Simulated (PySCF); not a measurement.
CH₃O₃Re, SMILES [Re](=[O])(=[O])(=[O])[CH3], multiplicity 1. Coordinates come from a r2SCAN-D4/def2-SVP optimisation. The spin state was assumed, not searched. The isomer is the one that the SMILES or the coordinates give; other isomers of the formula were not compared. The def2 effective core potentials stand for the cores of Re; spin–orbit coupling is left out.

Problem. Give the equilibrium geometry at r2SCAN-D4/def2-SVP (PySCF confirms it by a frequency run) as bond lengths and angles, and its point group. (The exact figures need the calculation; the answer reports its results.)

Solution. point group C3v.
Atoms: Re1 O2 O3 O4 C5 H6 H7 H8. Bonded distances (Å): Re1–O2 1.710, Re1–O3 1.710, Re1–O4 1.710, Re1–C5 2.071, C5–H6 1.102, C5–H7 1.102, C5–H8 1.102. Bond angles (°): O2–Re1–O3 112.4, O2–Re1–O4 112.4, O2–Re1–C5 106.4, O3–Re1–O4 112.4, O3–Re1–C5 106.4, O4–Re1–C5 106.4, Re1–C5–H6 109.2, Re1–C5–H7 109.2, Re1–C5–H8 109.2, H6–C5–H7 109.7, H6–C5–H8 109.7, H7–C5–H8 109.7.
Charge 0, spin multiplicity 1.
